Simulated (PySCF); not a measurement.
This PySCF input asks for the NMR shieldings of SMILES CN[Si@@H]([SiH3])[SiH2]C(F)(F)F, C₂H₁₀F₃NSi₃; the geometry comes from GFN2-xTB.

```python
import basis_set_exchange as bse
import numpy as np
from pyscf import gto, dft
from pyscf.prop import nmr

atoms = """
C     2.945324   -0.572574   -0.249997
N     1.574941   -1.019644   -0.173650
Si    0.313188   -0.046140    0.497257
Si    0.436994    2.089688   -0.435612
Si   -1.557032   -1.349982    0.068508
C    -3.012908   -0.087381    0.304229
F    -4.241233   -0.634503    0.290904
F    -3.015913    0.863469   -0.660961
F    -2.920222    0.590635    1.474494
H     3.485209   -1.140376   -1.008973
H     3.474138   -0.678075    0.703417
H     2.956369    0.478738   -0.530230
H     1.530751   -2.019764   -0.043261
H     0.423998    0.059403    1.983298
H     1.555780    2.865048    0.121160
H    -0.785312    2.844335   -0.171990
H     0.648561    2.057216   -1.886455
H    -1.966285   -2.425629    0.982671
H    -1.856150   -1.865216   -1.272271
"""
names = dict.fromkeys(["C", "N", "Si", "F", "H"], "pcSseg-1")
basis = {el: gto.basis.parse(bse.get_basis(n, elements=[el], fmt="nwchem")) for el, n in names.items()}
mol = gto.M(atom=atoms, basis=basis, charge=0, verbose=0)
mf = dft.RKS(mol, xc="PBE0")
mf.grids.level = 2
mf.grids.alignment = dft.numint.BLKSIZE   # the property module wants whole blocks of grid points
mf.conv_tol = 1e-9
mf.kernel()

calc = nmr.RKS(mf)   # GIAO
C = mf.mo_coeff
Co = C[:, mf.mo_occ > 0]
resp = mf.gen_response(singlet=True, hermi=2)
def vind(x):   # induced exchange potential for any number of trial vectors
    d = np.einsum("pi,xij,qj->xpq", C, 2 * x.reshape(-1, C.shape[1], Co.shape[1]), Co, optimize=True)
    return np.einsum("xpq,pi,qj->xij", resp(d - d.transpose(0, 2, 1)), C, Co, optimize=True).ravel()
mo1, _ = nmr.rhf.solve_mo1(calc, with_cphf=vind)
sigma = calc.kernel(mo1)
for i, s in enumerate(sigma):   # ppm
    print("%2d %-2s %9.2f" % (i, mol.atom_pure_symbol(i), np.trace(s) / 3))
```

Question: Give the expected output.

Answer: 
```
 0 C     150.22
 1 N     259.36
 2 Si    393.36
 3 Si    463.33
 4 Si    420.87
 5 C      44.25
 6 F     233.66
 7 F     234.85
 8 F     232.49
 9 H      28.70
10 H      28.84
11 H      29.39
12 H      32.30
13 H      26.04
14 H      27.80
15 H      28.08
16 H      28.01
17 H      27.45
18 H      27.60
```

These numbers come from an equivalent density-fitted implementation of the same equations, which agrees with the script to about 0.01 ppm for H and up to a few tenths of a ppm for heavy atoms, so last digits may differ.

Question: Turn these shieldings into chemical shifts. Scale: ¹³C (σ = 186.93 ppm), ²⁹Si (σ = 349.16 ppm), ¹H (σ = 31.72 ppm) vs TMS; ¹⁵N (σ = 267.73 ppm) vs NH3; ¹⁹F (σ = 170.95 ppm) vs CFCl3 (reference shieldings calculated alike).

Answer: Averaging equivalent atoms: C 5: 142.7; C 0: 36.7; N 1: 8.4; Si 2: -44.2; Si 4: -71.7; Si 3: -114.2; F 6/7/8: -62.7; H 13: 5.68; H 17: 4.27; H 18: 4.11; H 14/15/16: 3.75; H 9/10/11: 2.74; H 12: -0.58 ppm. Unscaled 19F shifts against computed CFCl3 carry errors that often reach 10 to 50 ppm. Experimental scales use liquid or dissolved standards, which lie at an offset from isolated NH3 (liquid NH3: subtract about 20 ppm).

Size and cost of the density-fitted run: 224 basis functions, 43 s wall time on 1 thread of an Arm Neoverse V2, shared host; peak memory 0.97 GiB.
